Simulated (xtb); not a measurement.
Job for xtb: GFN2-xTB on BH3O (SMILES BO), a point of a bond scan (R = 1.156 Å).

```
$ xtb mol.xyz --gfn 2 --sp --chrg 0 --uhf 0
5

B     -0.44836328    -0.55342233     0.06101432
H     -0.33819344    -1.33752824     0.95180133
H     -1.30242775    -0.64193468    -0.77341615
O      0.44517449     0.45958125     0.02792633
H      0.29621512     1.19199327    -0.85382613
```

It printed:

```
[...]
           -------------------------------------------------
          |                Calculation Setup                |
           -------------------------------------------------



           -------------------------------------------------
          |                 G F N 2 - x T B                 |
           -------------------------------------------------

        Reference                      10.1021/acs.jctc.8b01176
      * Hamiltonian:
        H0-scaling (s, p, d)           1.850000    2.230000    2.230000
        zeta-weighting                 0.500000
      * Dispersion:
        s8                             2.700000
        a1                             0.520000
        a2                             5.000000
        s9                             5.000000
      * Repulsion:
        kExp                           1.500000    1.000000
        rExp                           1.000000
      * Coulomb:
        alpha                          2.000000
        third order                    shell-resolved
        anisotropic                    true
        a3                             3.000000
        a5                             4.000000
        cn-shift                       1.200000
        cn-exp                         4.000000
        max-rad                        5.000000


          ...................................................
          :                      SETUP                      :
          :.................................................:
          :  # basis functions                  11          :
          :  # atomic orbitals                  11          :
          :  # shells                            7          :
          :  # electrons                        12          :
          :  max. iterations                   250          :
          :  Hamiltonian                  GFN2-xTB          :
          :  restarted?                      false          :
          :  GBSA solvation                  false          :
          :  PC potential                    false          :
          :  electronic temp.          300.0000000     K    :
          :  accuracy                    1.0000000          :
          :  -> integral cutoff          0.2500000E+02      :
          :  -> integral neglect         0.1000000E-07      :
          :  -> SCF convergence          0.1000000E-05 Eh   :
          :  -> wf. convergence          0.1000000E-03 e    :
          :  Broyden damping             0.4000000          :
          :  net charge                          0          :
          :  unpaired electrons                  0          :
          ...................................................

 iter      E             dE          RMSdq      gap      omega  full diag
   1     -6.7693154 -0.676932E+01  0.101E+01    6.89       0.0  T
   2     -6.8645608 -0.952455E-01  0.633E+00    5.28       1.0  T
   3     -6.8698507 -0.528984E-02  0.294E+00    5.73       1.0  T
   4     -6.8756856 -0.583491E-02  0.949E-01    5.49       1.0  T
   5     -6.8750242  0.661391E-03  0.756E-01    5.85       1.0  T
   6     -6.8777020 -0.267780E-02  0.244E-01    5.62       1.0  T
   7     -6.8779644 -0.262357E-03  0.596E-02    5.65       1.0  T
   8     -6.8779821 -0.177544E-04  0.466E-03    5.67       9.6  T
   9     -6.8779821  0.286286E-07  0.347E-03    5.67      12.9  T
  10     -6.8779821 -0.476766E-07  0.391E-04    5.67     114.4  T
  11     -6.8779821  0.824713E-09  0.384E-04    5.67     116.6  T

   *** convergence criteria satisfied after 11 iterations ***

         #    Occupation            Energy/Eh            Energy/eV
      -------------------------------------------------------------
         1        2.0000           -0.6777009             -18.4412
         2        2.0000           -0.5740801             -15.6215
         3        2.0000           -0.5239465             -14.2573
         4        2.0000           -0.4856754             -13.2159
         5        2.0000           -0.4660713             -12.6824
         6        2.0000           -0.4161039             -11.3228 (HOMO)
         7                         -0.2078319              -5.6554 (LUMO)
         8                         -0.1153748              -3.1395
         9                          0.2806104               7.6358
        10                          0.3468990               9.4396
        11                          0.4157744              11.3138
      -------------------------------------------------------------
                  HL-Gap            0.2082720 Eh            5.6674 eV
             Fermi-level           -0.3119679 Eh           -8.4891 eV

 SCC (total)                   0 d,  0 h,  0 min,  0.001 sec
 SCC setup                      ...        0 min,  0.000 sec (  4.380%)
 Dispersion                     ...        0 min,  0.000 sec (  1.492%)
 classical contributions        ...        0 min,  0.000 sec (  0.797%)
 integral evaluation            ...        0 min,  0.000 sec (  9.807%)
 iterations                     ...        0 min,  0.001 sec ( 58.410%)
 molecular gradient             ...        0 min,  0.000 sec ( 16.980%)
 printout                       ...        0 min,  0.000 sec (  7.838%)

         :::::::::::::::::::::::::::::::::::::::::::::::::::::
         ::                     SUMMARY                     ::
         :::::::::::::::::::::::::::::::::::::::::::::::::::::
         :: total energy              -6.842106831072 Eh    ::
         :: gradient norm              0.116014904634 Eh/a0 ::
         :: HOMO-LUMO gap              5.667370104820 eV    ::
         ::.................................................::
         :: SCC energy                -6.877982112200 Eh    ::
         :: -> isotropic ES            0.041704834108 Eh    ::
         :: -> anisotropic ES          0.005469925493 Eh    ::
         :: -> anisotropic XC          0.000114451891 Eh    ::
         :: -> dispersion             -0.001008842242 Eh    ::
         :: repulsion energy           0.035875281128 Eh    ::
         :: add. restraining           0.000000000000 Eh    ::
         :: total charge               0.000000000000 e     ::
         :::::::::::::::::::::::::::::::::::::::::::::::::::::

           -------------------------------------------------
          |                Property Printout                |
           -------------------------------------------------

    * Orbital Energies and Occupations

         #    Occupation            Energy/Eh            Energy/eV
      -------------------------------------------------------------
         1        2.0000           -0.6777009             -18.4412
         2        2.0000           -0.5740801             -15.6215
         3        2.0000           -0.5239465             -14.2573
         4        2.0000           -0.4856754             -13.2159
         5        2.0000           -0.4660713             -12.6824
         6        2.0000           -0.4161039             -11.3228 (HOMO)
         7                         -0.2078319              -5.6554 (LUMO)
         8                         -0.1153748              -3.1395
         9                          0.2806104               7.6358
        10                          0.3468990               9.4396
        11                          0.4157744              11.3138
      -------------------------------------------------------------
                  HL-Gap            0.2082720 Eh            5.6674 eV
             Fermi-level           -0.3119679 Eh           -8.4891 eV

     #   Z          covCN         q      C6AA      α(0)
     1   5 B        2.646     0.322    16.952     6.942
     2   1 H        0.931    -0.086     5.096     3.530
     3   1 H        0.928    -0.124     6.465     3.976
     4   8 O        1.454    -0.397    20.985     6.174
Note: The following floating-point exceptions are signalling: IEEE_DENORMAL
normal termination of xtb
     5   1 H        0.666     0.284     0.833     1.461

 Mol. C6AA /au·bohr⁶  :        205.524617
 Mol. C8AA /au·bohr⁸  :       4365.244614
 Mol. α(0) /au        :         22.081990


Wiberg/Mayer (AO) data.
largest (>0.10) Wiberg bond orders for each atom

 ---------------------------------------------------------------------------
     #   Z sym  total        # sym  WBO       # sym  WBO       # sym  WBO
 ---------------------------------------------------------------------------
     1   5 B    3.289 --     4 O    1.363     3 H    0.964     2 H    0.957
     2   1 H    0.993 --     1 B    0.957
     3   1 H    0.985 --     1 B    0.964
     4   8 O    2.262 --     1 B    1.363     5 H    0.884
     5   1 H    0.919 --     4 O    0.884
 ---------------------------------------------------------------------------

Topologies differ in total number of bonds
Writing topology from bond orders to xtbtopo.mol

molecular dipole:
                 x           y           z       tot (Debye)
 q only:       -0.088       0.326      -0.417
   full:       -0.102       0.464      -0.567       1.879
molecular quadrupole (traceless):
                xx          xy          yy          xz          yz          zz
 q only:       -1.227      -0.231       1.036      -0.978      -1.378       0.191
  q+dip:       -1.823      -0.794       0.719      -0.383      -2.297       1.104
   full:       -1.695      -1.173       0.956      -1.347      -1.593       0.738


           -------------------------------------------------
          | TOTAL ENERGY               -6.842106831072 Eh   |
          | GRADIENT NORM               0.116014904634 Eh/α |
          | HOMO-LUMO GAP               5.667370104820 eV   |
           -------------------------------------------------

------------------------------------------------------------------------
------------------------------------------------------------------------
 total:
 SCF:
```

The run finished.

Cost: around 0.020 core-seconds (rough).
